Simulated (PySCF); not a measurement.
Isomers of C6H18BN, from PBE0-D3(BJ)/def2-SVP geometry optimisation, gas phase in PySCF 2.14.0. One conformer each, no zero-point energy, no frequencies.

Question: Which is lower in electronic energy at this level?
A. `C[B-](C)(C)[N+](C)(C)C` (trimethylamine trimethylborane): A = 2223, B = 1596, C = 1595 MHz, dipole 4.49 D
B. `[BH3-:1][N+:2]([CH2:3][CH3:4])([CH2:5][CH3:6])[CH2:7][CH3:8]` with B1–N2–C3–C4 -63°, B1–N2–C5–C6 179°, B1–N2–C7–C8 -56°: A = 2164, B = 1636, C = 1317 MHz, dipole 4.98 D

Answer: A. That is `C[B-](C)([N+](C)(C)C)C` (trimethylamine trimethylborane), 15.9 kcal/mol below the other.

| SMILES | mapped SMILES | E (Eh) | relative (kcal/mol) | relative (kJ/mol) | dipole (D) |
| --- | --- | --- | --- | --- | --- |
| C[B-](C)(C)[N+](C)(C)C | [CH3:1][B-:2]([CH3:3])([CH3:4])[N+:5]([CH3:6])([CH3:7])[CH3:8] | -318.48766 | 0.0 | 0.0 | 4.49 |
| [BH3-][N+](CC)(CC)CC | [BH3-:1][N+:2]([CH2:3][CH3:4])([CH2:5][CH3:6])[CH2:7][CH3:8] | -318.46228 | 15.9 | 66.7 | 4.98 |
